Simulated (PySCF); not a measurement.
A species of formula C3H5NSi has this rotational fingerprint, computed with PySCF 2.14.0, PBE0-D3(BJ)/def2-SVP geometry optimisation, gas phase:

- Rotational constants: A = 6978, B = 2843, C = 2069 MHz
- Dipole components: |μa| = 1.00 D, |μb| = 1.65 D, |μc| = 0.00 D
- Inertial defect: -5.99 u·Å²
- κ: -0.68

Task: Which structure is it? (One computed conformer of each.)
A. `N#C[C@@H]1C[SiH2]1`
B. `[CH:1]#[C:2][SiH2:3][N:4]=[CH2:5]` with C2–Si3–N4–C5 0°

Result: B. It is C#C[SiH2]N=C, an asymmetric top, point group Cs. The candidates at the same level (rigid rotor, commonest isotopes):

```tsv
SMILES	A (MHz)	B (MHz)	C (MHz)	μa (D)	μb (D)	μc (D)	Δ (u·Å²)	point group	rotor
N#C[C@@H]1C[SiH2]1	9937	2562	2285	4.40	0.77	0.80	-26.96	C1	near-prolate asymmetric top
C#C[SiH2]N=C	6978	2843	2069	1.00	1.65	0.00	-5.99	Cs	asymmetric top
```

`N#C[C@@H]1C[SiH2]1` has A 42 % too high. In the right answer the mirror of this Cs structure is the ab plane, so μc vanishes by symmetry. No structure here is proved a minimum.
